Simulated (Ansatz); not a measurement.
# Nudged elastic band run: AlH7O2SSi

The input (input.yaml):

```yaml
crystal:
  periodic: [false, false, false]
  atoms:
    - { symbol: Al, position_ang: [0.611382, -1.639205, 0.768964] }
    - { symbol: S, position_ang: [1.918883, -2.612439, -0.735791] }
    - { symbol: O, position_ang: [0.981532, -1.586855, 2.469298] }
    - { symbol: O, position_ang: [-0.861509, -0.891955, 0.20093] }
    - { symbol: H, position_ang: [0.617983, 1.879295, -0.710049] }
    - { symbol: Si, position_ang: [-0.810865, 2.29101, -0.927825] }
    - { symbol: H, position_ang: [1.055235, -2.296625, -1.753252] }
    - { symbol: H, position_ang: [1.808079, -1.977222, 2.809747] }
    - { symbol: H, position_ang: [-1.459746, -0.507866, 0.871131] }
    - { symbol: H, position_ang: [-1.436721, 1.456401, -2.006186] }
    - { symbol: H, position_ang: [-1.583483, 2.146743, 0.354547] }
    - { symbol: H, position_ang: [-0.840869, 3.738717, -1.341416] }
basis:
  gaussian: { orbitals: cc-pVDZ }
hamiltonian:
  xc: blyp
neb:
  order_check: false
  images: 7
  f_tol: 0.05
  max_iterations: 60
  final_atoms:
    - { symbol: Al, position_ang: [-0.07095132, -0.38081346, 0.69977907] }
    - { symbol: S, position_ang: [1.72819584, -1.22283795, -1.14885456] }
    - { symbol: O, position_ang: [0.89819807, -0.18661493, 2.15584643] }
    - { symbol: O, position_ang: [-0.91320326, -1.90123101, 0.34315652] }
    - { symbol: H, position_ang: [1.90632404, -0.06952493, -1.8673809] }
    - { symbol: Si, position_ang: [-0.81567747, 1.76211784, -0.25611053] }
    - { symbol: H, position_ang: [0.71435538, -1.65912412, -1.95918083] }
    - { symbol: H, position_ang: [1.20321154, -0.98601908, 2.62600993] }
    - { symbol: H, position_ang: [-1.68299918, -2.15168244, 0.88874609] }
    - { symbol: H, position_ang: [-1.32191833, 1.6035964, -1.67473916] }
    - { symbol: H, position_ang: [-1.94228831, 2.40668917, 0.51918313] }
    - { symbol: H, position_ang: [0.29665399, 2.78544351, -0.3263572] }
  initial_path:
    images:
      - { positions_ang: [[0.611382, -1.639205, 0.768964], [1.918883, -2.612439, -0.735791], [0.981532, -1.586855, 2.469298], [-0.861509, -0.891955, 0.20093], [0.617983, 1.879295, -0.710049], [-0.810865, 2.29101, -0.927825], [1.055235, -2.296625, -1.753252], [1.808079, -1.977222, 2.809747], [-1.459746, -0.507866, 0.871131], [-1.436721, 1.456401, -2.006186], [-1.583483, 2.146743, 0.354547], [-0.840869, 3.738717, -1.341416]] }
      - { positions_ang: [[0.48545452, -1.40991468, 0.75547677], [1.86976901, -2.25766155, -0.88093004], [0.98813285, -1.32603551, 2.36946615], [-0.96858808, -1.04941624, 0.25075533], [0.63272546, 1.44465079, -0.70991575], [-0.71116024, 2.13123798, -0.81798924], [0.96171696, -2.1364187, -1.81273579], [1.74939241, -1.61749951, 2.81422925], [-1.61138099, -0.89348337, 0.72878323], [-1.42941528, 1.47695237, -1.8951494], [-1.46940429, 2.16186372, 0.43312548], [-0.49734132, 3.47572369, -1.23501799]] }
      - { positions_ang: [[0.35952705, -1.18062436, 0.74198954], [1.82065501, -1.9028841, -1.02606908], [0.99473371, -1.06521601, 2.2696343], [-1.07566717, -1.20687749, 0.30058066], [0.64746793, 1.01000659, -0.70978251], [-0.61145548, 1.97146596, -0.70815349], [0.86819891, -1.97621239, -1.87221959], [1.69070581, -1.25777701, 2.81871151], [-1.76301598, -1.27910074, 0.58643546], [-1.42210956, 1.49750374, -1.78411279], [-1.35532559, 2.17698445, 0.51170396], [-0.15381363, 3.21273037, -1.12861998]] }
      - { positions_ang: [[0.23359957, -0.95133403, 0.72850231], [1.77154102, -1.54810664, -1.17120812], [1.00133456, -0.80439652, 2.16980245], [-1.18274625, -1.36433873, 0.35040599], [0.66221039, 0.57536238, -0.70964926], [-0.51175072, 1.81169394, -0.59831773], [0.77468087, -1.81600609, -1.93170338], [1.63201922, -0.89805452, 2.82319376], [-1.91465098, -1.66471811, 0.4440877], [-1.41480384, 1.51805511, -1.67307619], [-1.24124688, 2.19210517, 0.59028244], [0.18971405, 2.94973706, -1.02222197]] }
      - { positions_ang: [[0.10767209, -0.72204371, 0.71501508], [1.72242702, -1.19332919, -1.31634716], [1.00793541, -0.54357703, 2.0699706], [-1.28982534, -1.52179997, 0.40023132], [0.67695285, 0.14071817, -0.70951601], [-0.41204596, 1.65192191, -0.48848197], [0.68116283, -1.65579978, -1.99118717], [1.57333262, -0.53833203, 2.82767602], [-2.06628597, -2.05033548, 0.30173993], [-1.40749812, 1.53860647, -1.56203959], [-1.12716817, 2.20722589, 0.66886092], [0.53324173, 2.68674374, -0.91582396]] }
      - { positions_ang: [[0.06301624, -0.63673615, 0.71120608], [1.72386923, -1.20070638, -1.27447401], [0.98050108, -0.4543365, 2.09143956], [-1.19566982, -1.61665773, 0.38596262], [0.98429565, 0.0881574, -0.99898223], [-0.51295384, 1.6794709, -0.43038911], [0.68946097, -1.65663087, -1.98318559], [1.48080235, -0.65025379, 2.7772595], [-1.97046427, -2.07567222, 0.44849147], [-1.38610317, 1.55485395, -1.59021448], [-1.33094821, 2.25709171, 0.63144147], [0.4740948, 2.71141868, -0.76845727]] }
      - { positions_ang: [[0.01836039, -0.55142859, 0.70739708], [1.72531143, -1.20808357, -1.23260086], [0.95306674, -0.36509598, 2.11290852], [-1.1015143, -1.71151549, 0.37169392], [1.29163845, 0.03559662, -1.28844845], [-0.61386172, 1.70701988, -0.37229625], [0.69775911, -1.65746195, -1.975184], [1.38827208, -0.76217555, 2.72684298], [-1.87464257, -2.10100896, 0.59524301], [-1.36470823, 1.57110143, -1.61838937], [-1.53472824, 2.30695753, 0.59402202], [0.41494786, 2.73609363, -0.62109058]] }
      - { positions_ang: [[-0.02629547, -0.46612102, 0.70358808], [1.72675364, -1.21546076, -1.19072771], [0.92563241, -0.27585545, 2.13437748], [-1.00735878, -1.80637325, 0.35742522], [1.59898124, -0.01696415, -1.57791468], [-0.71476959, 1.73456886, -0.31420339], [0.70605724, -1.65829304, -1.96718242], [1.29574181, -0.87409731, 2.67642645], [-1.77882087, -2.1263457, 0.74199455], [-1.34331328, 1.58734891, -1.64656426], [-1.73850828, 2.35682335, 0.55660258], [0.35580093, 2.76076857, -0.47372389]] }
      - { positions_ang: [[-0.07095132, -0.38081346, 0.69977907], [1.72819584, -1.22283795, -1.14885456], [0.89819807, -0.18661493, 2.15584643], [-0.91320326, -1.90123101, 0.34315652], [1.90632404, -0.06952493, -1.8673809], [-0.81567747, 1.76211784, -0.25611053], [0.71435538, -1.65912412, -1.95918083], [1.20321154, -0.98601908, 2.62600993], [-1.68299918, -2.15168244, 0.88874609], [-1.32191833, 1.6035964, -1.67473916], [-1.94228831, 2.40668917, 0.51918313], [0.29665399, 2.78544351, -0.3263572]] }
```

Launched with:

```bash
$ ansatz run input.yaml --threads 2 --pin off --max-ram 3072MiB --backend cpu --events-out ev --progress --plain --runs-dir out
```

Output, in part (warnings, iteration lines, the closing report on the highest movable image, with atoms numbered from 0):

```
NEB end point (image 0): max|allowed force component| = 1.720e-2 eV/Å (the criterion of neb.relax_end_points is 1.000e-2)
NEB end point (image 8): max|allowed force component| = 6.880e-3 eV/Å (the criterion of neb.relax_end_points is 1.000e-2)
NEB iter   1: max|band force component| = 2.387e1 eV/Å  barrier→ = 4.1127 eV  barrier← = 3.3801 eV  Δτ_max = 0.2000 Å  (259 SCF iters)
NEB iter   2: max|band force component| = 5.243e0 eV/Å  barrier→ = 1.8974 eV  barrier← = 1.1648 eV  Δτ_max = 0.1988 Å  (217 SCF iters)
NEB iter   3: max|band force component| = 2.872e0 eV/Å  barrier→ = 1.9335 eV  barrier← = 1.2009 eV  Δτ_max = 0.2000 Å  (220 SCF iters)
NEB iter   4: max|band force component| = 1.483e0 eV/Å  barrier→ = 2.1589 eV  barrier← = 1.4263 eV  Δτ_max = 0.2000 Å  (211 SCF iters)
NEB iter   5: max|band force component| = 1.625e0 eV/Å  barrier→ = 1.8920 eV  barrier← = 1.1594 eV  Δτ_max = 0.1006 Å  (210 SCF iters)
NEB iter   6: max|band force component| = 9.755e-1 eV/Å  barrier→ = 1.5286 eV  barrier← = 0.7960 eV  Δτ_max = 0.1007 Å  (203 SCF iters)
NEB iter   7: max|band force component| = 7.275e-1 eV/Å  barrier→ = 1.4113 eV  barrier← = 0.6787 eV  Δτ_max = 0.1036 Å  (195 SCF iters)
NEB iter   8: max|band force component| = 9.166e-1 eV/Å  barrier→ = 1.5355 eV  barrier← = 0.8029 eV  Δτ_max = 0.0504 Å  (201 SCF iters)
NEB iter   9: max|band force component| = 9.951e-1 eV/Å  barrier→ = 1.4386 eV  barrier← = 0.7060 eV  Δτ_max = 0.0511 Å  (202 SCF iters)
NEB iter  10: max|band force component| = 7.990e-1 eV/Å  barrier→ = 1.3108 eV  barrier← = 0.5782 eV  Δτ_max = 0.1001 Å  (201 SCF iters)
NEB iter  11: max|band force component| = 5.868e-1 eV/Å  barrier→ = 1.2204 eV  barrier← = 0.4878 eV  Δτ_max = 0.2000 Å  (201 SCF iters)
NEB iter  12: max|band force component| = 6.580e-1 eV/Å  barrier→ = 1.2104 eV  barrier← = 0.4778 eV  Δτ_max = 0.1012 Å  (210 SCF iters)
NEB iter  13: max|band force component| = 4.194e-1 eV/Å  barrier→ = 1.1567 eV  barrier← = 0.4241 eV  CI = image 6  Δτ_max = 0.1012 Å  (200 SCF iters)
NEB iter  14: max|band force component| = 5.359e-1 eV/Å  barrier→ = 1.2510 eV  barrier← = 0.5184 eV  CI = image 6  Δτ_max = 0.1020 Å  (201 SCF iters)
NEB iter  15: max|band force component| = 5.167e-1 eV/Å  barrier→ = 1.3565 eV  barrier← = 0.6239 eV  CI = image 6  Δτ_max = 0.2000 Å  (193 SCF iters)
NEB iter  16: max|band force component| = 4.720e-1 eV/Å  barrier→ = 1.5164 eV  barrier← = 0.7838 eV  CI = image 6  Δτ_max = 0.1006 Å  (201 SCF iters)
NEB iter  17: max|band force component| = 2.782e-1 eV/Å  barrier→ = 1.4925 eV  barrier← = 0.7599 eV  CI = image 6  Δτ_max = 0.0903 Å  (194 SCF iters)
NEB iter  18: max|band force component| = 1.961e-1 eV/Å  barrier→ = 1.4789 eV  barrier← = 0.7463 eV  CI = image 6  Δτ_max = 0.0927 Å  (195 SCF iters)
NEB iter  19: max|band force component| = 1.827e-1 eV/Å  barrier→ = 1.4717 eV  barrier← = 0.7391 eV  CI = image 6  Δτ_max = 0.1148 Å  (192 SCF iters)
NEB iter  20: max|band force component| = 1.163e-1 eV/Å  barrier→ = 1.4654 eV  barrier← = 0.7328 eV  CI = image 6  Δτ_max = 0.1189 Å  (199 SCF iters)
NEB iter  21: max|band force component| = 1.549e-1 eV/Å  barrier→ = 1.4637 eV  barrier← = 0.7311 eV  CI = image 6  Δτ_max = 0.0543 Å  (192 SCF iters)
NEB iter  22: max|band force component| = 1.658e-1 eV/Å  barrier→ = 1.4616 eV  barrier← = 0.7290 eV  CI = image 6  Δτ_max = 0.0271 Å  (196 SCF iters)
NEB iter  23: max|band force component| = 1.391e-1 eV/Å  barrier→ = 1.4604 eV  barrier← = 0.7278 eV  CI = image 6  Δτ_max = 0.0271 Å  (197 SCF iters)
NEB iter  24: max|band force component| = 9.637e-2 eV/Å  barrier→ = 1.4597 eV  barrier← = 0.7271 eV  CI = image 6  Δτ_max = 0.0271 Å  (184 SCF iters)
NEB iter  25: max|band force component| = 5.851e-2 eV/Å  barrier→ = 1.4592 eV  barrier← = 0.7266 eV  CI = image 6  Δτ_max = 0.0271 Å  (187 SCF iters)
NEB iter  26: max|band force component| = 3.993e-2 eV/Å  barrier→ = 1.4589 eV  barrier← = 0.7263 eV  CI = image 6  Δτ_max = 0.0000 Å  (391 SCF iters)
Total energy: -29518.91156217 eV, -1084.7999912730 hartree
Atom 0 at     0.163550    -0.663771     0.559222 Å, force     0.014225     0.016672     0.004185 eV/Å
Atom 1 at     1.766395    -1.124078    -1.214896 Å, force     0.004197    -0.007501    -0.001124 eV/Å
Atom 2 at     0.945768    -0.190819     2.054233 Å, force    -0.001650    -0.013169    -0.006938 eV/Å
Atom 3 at    -1.100599    -1.855676     0.308520 Å, force    -0.004935    -0.010310    -0.003843 eV/Å
Atom 4 at     0.784925     0.220422    -0.976018 Å, force    -0.011080     0.003880     0.000454 eV/Å
Atom 5 at    -0.514930     1.658365    -0.503650 Å, force     0.013884    -0.017962     0.003235 eV/Å
Atom 6 at     0.777804    -1.703741    -1.967495 Å, force    -0.000345    -0.000823     0.001797 eV/Å
Atom 7 at     1.339678    -0.889562     2.611937 Å, force    -0.001872     0.007872     0.001092 eV/Å
Atom 8 at    -1.874188    -1.842323     0.904467 Å, force     0.000716     0.005492     0.000885 eV/Å
Atom 9 at    -1.279686     1.618509    -1.801577 Å, force    -0.001126     0.007095     0.001482 eV/Å
Atom 10 at    -1.503128     1.997834     0.593399 Å, force    -0.003974     0.005389    -0.004346 eV/Å
Atom 11 at     0.494312     2.774838    -0.568044 Å, force    -0.008039     0.003365     0.003120 eV/Å
Dipole moment:    -0.086114    -0.226945     0.022223 e Å
```

It converged. A vibrational analysis at the climbing image gives one clearly imaginary mode, 798i cm⁻¹: a first-order saddle point. The orbitals stay closed-shell, which can raise the energy where a bond breaks towards radicals; this wasn't checked here.

Final band (atoms are numbered from 1 in the order of the input):

```tsv
image	path coordinate (Å)	energy (kJ/mol)	H5–Si6 (Å)	Al1–Si6 (Å)	S2–H5 (Å)
0	0.00	0.0	1.50	4.51	4.68
1	0.88	0.2	1.50	4.20	4.14
2	1.77	0.5	1.51	3.87	3.74
3	2.65	1.2	1.51	3.58	3.35
4	3.53	6.0	1.51	3.45	3.00
5	4.41	32.8	1.54	3.13	2.53
6	5.30	140.8	2.00	2.64	1.68
7	6.21	87.7	2.74	2.47	1.37
8	7.13	70.7	3.66	2.46	1.37
```

The run took 8.5 min on 2 threads of Arm Neoverse V2, on a shared host, peak memory 0.18 GiB.
